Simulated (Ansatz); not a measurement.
Calculated with Ansatz (gas phase, PBE0-D4/def2-TZVP geometries, no zero-point term in ΔE). CCSD(T)/CBS adds triple-zeta CCSD(T) − MP2 to the extrapolated MP2 energy (def2 sets, frozen cores). Functionals use def2-TZVPP. For Se outer-core shells are correlated without core-valence functions, which leaves a few kJ/mol of doubt a bond. Scalar relativity is left out up to krypton. Each species was taken in one conformer, which may not be the lowest.

`Cl[Si](Cl)([SeH])[SeH]` + `COC(O)Cl` → `COC(O)[SeH]` + `Cl[Si](Cl)(Cl)[SeH]`  (formal exchange of groups at the Se–Si bond)

```json
{"species": "`Cl[Si](Cl)([SeH])[SeH]`", "PBE-QIDH energy (Eh)": "-6012.54037"}
{"species": "`COC(O)Cl`", "PBE-QIDH energy (Eh)": "-689.44847"}
{"species": "`COC(O)[SeH]`", "PBE-QIDH energy (Eh)": "-2631.00794"}
{"species": "`Cl[Si](Cl)(Cl)[SeH]`", "PBE-QIDH energy (Eh)": "-4070.98771"}
```

(1) Work out ΔE.

Largest T1 diagnostic among the species: 0.011.

Answers

(1) ΔE = (-2631.00794) + (-4070.98771) − (-6012.54037) − (-689.44847) = -0.00681 Eh = -4.3 kcal/mol. CCSD(T)/CBS gives -4.8 kcal/mol.

Leaving LDA and LC-ωPBE aside and taking each functional with its dispersion term where it has one, the values, not all of them listed here, spread over 2.2 kcal/mol, from B97M-V to PBE-D4. At CCSD(T), def2-SVP lies +0.8 kcal/mol from the extrapolated value and def2-TZVPP −0.4 kcal/mol.
